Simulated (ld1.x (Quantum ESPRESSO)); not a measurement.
The numbers below are computed, except where a source is named.
Pseudopotentials across the periodic table

Generated with ld1.x 7.5 (TM, RRKJ, ultrasoft, PAW), atompaw 4.2 or ONCVPSP 4.0.1. The cutoff is in Ry: for ld1.x and atompaw files where the sum of valence levels is converged to 10 mRy in a Bessel basis, for ONCV files where the hardest occupied wave has 1 mHa per electron of residual kinetic energy. The error is the largest all-electron minus pseudo excitation energy over each file’s own four to seven test configurations (ionisations up to +4, promotions, holes and added fractions of an electron), all of which were solved. The labels leave out finer settings (local radius, basis sizes, second energies), which also bear on the numbers. Spin-polarised tests are not counted. The rows are a selection from randomly drawn settings: files with unsolved tests, undetermined cutoffs or missed reference levels are left out.

A true bound ghost makes a file unfit for plane-wave use even where its test errors are small: the radial tests pick states by their node count and pass the ghost by.

| element | potential | cutoff (Ry) | largest error (meV) | bound ghosts |
| --- | --- | --- | --- | --- |
| Al | PAW, PBE, scalar-relativistic, rc 1.70/1.95 (sp), local smoothed, core correction yes, reference 3s1.75 3p1.25 | 10 | -15 | none |
| Ga | PAW, PBE, scalar-relativistic, rc 2.05/1.45/1.20 (spd), local smoothed, core correction yes, reference 3p6 3d10 4s2 4p1 | 100 | -74 | none |
| Zr | TM, LDA (PZ), fully relativistic, rc 3.00/4.20/2.28 (spd), local smoothed, core correction yes, reference 4d2 5s1.5 5p0 | 25 | -256 | none |

Fill in the row for Ru: TM, LDA (PZ), scalar-relativistic, rc 2.35/2.45/2.20 (spd), local s, core correction no, reference 4d6 5s0 5p0.

cutoff 40 Ry, largest error -237 meV, bound ghosts: none.

Fill in the row for Pt: ultrasoft, LDA (PZ), scalar-relativistic, rc 2.70/2.85/1.30 (spd), local smoothed, core correction yes, reference 5d9 6s0 6p1.

cutoff 60 Ry, largest error -203 meV, bound ghosts: s.
